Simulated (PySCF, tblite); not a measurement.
Isomers of C7H14Si, one GFN2-xTB conformer each. Single-point energies are computed at PBE0/pcSseg-1 (PySCF, gas phase, no added dispersion term), electronic only.

Question: Rank them by PBE0/pcSseg-1 energy, lowest first (kJ/mol).
A. `[CH2:1]=[CH:2][CH2:3][C@H:4]1[CH2:5][CH2:6][SiH2:7][CH2:8]1` with C1–C2–C3–C4 120°, C2–C3–C4–C5 176°, C3–C4–C5–C6 174°, C4–C5–C6–Si7 -38°, C5–C6–Si7–C8 14°, C6–Si7–C8–C4 13°
B. `C[C@@H]1[C@@H]2C[C@@]1(C)C[SiH2]2`
C. `[CH3:1][CH2:2][CH2:3][C:4]#[C:5][CH2:6][SiH2:7][CH3:8]` with C1–C2–C3–C4 65°, C5–C6–Si7–C8 62°

Answer: A (0.0), B (11.8), C (85.5).

As drawn, the lowest has a C=C bond outside aromatic rings, which the highest lacks; the highest has a C≡C bond, which the lowest lacks. GFN2-xTB itself gives, in the same order: 38.2, 0.0, 127.0. GFN2-xTB puts C[C@@H]1[C@@H]2C[C@@]1(C)C[SiH2]2 lowest instead; measured from each level's own lowest isomer, the values differ by up to 41.5 kJ/mol (CCCC#CC[SiH2]C: 127.0 against 85.5).

Which frontier levels, dipoles and rotational constants go with these structures?

| SMILES | HOMO (eV, PBE0/pcSseg-1) | LUMO (eV) | dipole (D) | A, B, C (MHz) |
| --- | --- | --- | --- | --- |
| C=CC[C@H]1CC[SiH2]C1 | -7.37 | 0.51 | 0.48 | 3591, 921.7, 781.8 |
| C[C@@H]1[C@@H]2C[C@@]1(C)C[SiH2]2 | -7.53 | 0.81 | 0.54 | 2591, 1634, 1288 |
| CCCC#CC[SiH2]C | -6.88 | 1.04 | 0.58 | 2505, 816.6, 672.8 |

What happens when harmonic zero-point energies from GFN2-xTB frequencies are added?

| SMILES | ZPE (kJ/mol) | electronic (kJ/mol) | with ZPE (kJ/mol) |
| --- | --- | --- | --- |
| C=CC[C@H]1CC[SiH2]C1 | 490.5 | 0.0 | 0.0 |
| C[C@@H]1[C@@H]2C[C@@]1(C)C[SiH2]2 | 495.2 | 11.8 | 16.4 |
| CCCC#CC[SiH2]C | 479.9 | 85.5 | 74.9 |

The zero-point energies span 15.3 kJ/mol. The order is unchanged.
